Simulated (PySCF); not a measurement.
Geometry:
```
atom   x (Å)   y (Å)   z (Å)
 Si1  -0.030   0.048  -0.912
  C2   0.073  -0.081   1.008
  F3  -1.148  -0.143   1.545
  F4   0.694   0.983   1.524
  F5   0.745  -1.171   1.383
 Cl6   1.865   0.091  -1.647
 Cl7  -1.028   1.762  -1.364
 Cl8  -1.033  -1.575  -1.621
```

PySCF 2.14 calculation with coordinates at the PBE0-D3(BJ)/def2-SVP level and NMR shieldings at KT2/pcSseg-1/GIAO; non-relativistic Hamiltonian, isolated molecule, one computed conformer, equivalent nuclei averaged.

Referencing at the same level of theory: TMS for 13C (σref 183.22) and 29Si (σref 361.05); CFCl3 for 19F (σref 138.57); 35Cl (σref 942.74) against HCl.

```
      atoms  nucleus  count  δ (ppm)
         C2      13C      1        ?
   F3/F4/F5      19F      3        ?
Cl6/Cl7/Cl8     35Cl      3      144
        Si1     29Si      1      6.7
```

Question: Fill in the missing shifts.

Answer: 
- C2: 128.7 ppm, carbon bonded to 3 F, Si
- F3/F4/F5: -97.5 ppm, fluorine bonded to C

Shifts are as computed. Against solution values, carbons near 30 ppm lie about +2 ppm off and those near 130 ppm about -5 ppm. Of 1309 compounds with measured shifts, 239 miss one by over three times the rms of a fit or turn the order of signals round; such compounds aren't used in these exercises. Unscaled 19F shifts against computed CFCl3 carry errors that often reach 10 to 50 ppm.
